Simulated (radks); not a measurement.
Dy5+, configuration [Kr] 4d10 4f8 5s2 5p5. All-electron calculation, scalar-relativistic Kohn-Sham, PBEsol, spin-polarised, spherical densities, finite nucleus; open shells are filled with parallel spins first (spin-orbit coupling, left out, can overturn this in heavy ions); Fermi nuclear charge, rms radius 5.2218 fm. Program: a radial shooting solver on a logarithmic mesh with Libxc functionals.

Normalised radial functions P(r) = r R(r), r in bohr:

r	5s up	5s down	4f up
0.0007593	0.0396	0.0389	0.0000
0.0008699	0.0443	0.0435	0.0000
0.0009966	0.0494	0.0486	0.0000
0.001151	0.0554	0.0545	0.0000
0.001319	0.0617	0.0606	0.0000
0.001511	0.0685	0.0674	0.0000
0.001731	0.0759	0.0746	0.0000
0.001999	0.0844	0.0830	0.0000
0.00229	0.0930	0.0915	0.0000
0.002624	0.1022	0.1004	0.0000
0.003006	0.1117	0.1099	0.0000
0.003444	0.1217	0.1196	0.0000
0.003977	0.1323	0.1301	0.0000
0.004557	0.1423	0.1399	0.0000
0.005221	0.1518	0.1493	0.0000
0.005981	0.1605	0.1578	0.0000
0.006908	0.1682	0.1654	0.0000
0.007914	0.1733	0.1704	0.0000
0.009067	0.1756	0.1726	0.0000
0.01039	0.1740	0.1711	0.0000
0.0119	0.1677	0.1649	0.0001
0.01374	0.1546	0.1520	0.0001
0.01575	0.1351	0.1329	0.0002
0.01804	0.1079	0.1061	0.0003
0.02067	0.0723	0.0710	0.0006
0.02387	0.0255	0.0251	0.0010
0.02735	-0.0263	-0.0258	0.0015
0.03133	-0.0834	-0.0820	0.0025
0.0359	-0.1424	-0.1400	0.0040
0.04113	-0.1982	-0.1949	0.0063
0.0475	-0.2466	-0.2425	0.0102
0.05441	-0.2740	-0.2694	0.0158
0.06234	-0.2754	-0.2708	0.0242
0.07142	-0.2439	-0.2398	0.0366
0.08249	-0.1707	-0.1678	0.0559
0.0945	-0.0658	-0.0646	0.0819
0.1083	0.0643	0.0633	0.1179
0.124	0.2017	0.1984	0.1663
0.1421	0.3211	0.3158	0.2296
0.1641	0.3957	0.3890	0.3150
0.188	0.3897	0.3830	0.4135
0.2154	0.2948	0.2895	0.5283
0.2468	0.1162	0.1137	0.6552
0.285	-0.1313	-0.1297	0.7954
0.3266	-0.3661	-0.3605	0.9229
0.3741	-0.5382	-0.5297	1.0341
0.4286	-0.5914	-0.5823	1.1168
0.4911	-0.4944	-0.4876	1.1611
0.5672	-0.2358	-0.2342	1.1605
0.6498	0.1084	0.1035	1.1158
0.7444	0.4779	0.4671	1.0338
0.8529	0.7980	0.7835	0.9231
0.985	1.0178	1.0038	0.7861
1.128	1.0832	1.0744	0.6488
1.293	1.0162	1.0156	0.5130
1.481	0.8515	0.8591	0.3865
1.697	0.6387	0.6518	0.2754
1.96	0.4158	0.4306	0.1791
2.245	0.2446	0.2576	0.1104
2.572	0.1263	0.1356	0.0625
2.947	0.0564	0.0619	0.0320
3.404	0.0201	0.0226	0.0138
3.9	0.0062	0.0072	0.0054
4.468	0.0016	0.0019	0.0018

5s up: eigenvalue -112.55 eV, 4 radial nodes at r = 0.0256, 0.101, 0.265, 0.624 bohr, <r> = 1.22 bohr, 90 % of the charge inside 1.74 bohr. 5s down: eigenvalue -108.85 eV, 4 radial nodes at r = 0.0256, 0.101, 0.265, 0.625 bohr, <r> = 1.24 bohr, 90 % of the charge inside 1.77 bohr. 4f up: eigenvalue -74.048 eV, 0 radial nodes, <r> = 0.746 bohr, 90 % of the charge inside 1.24 bohr.
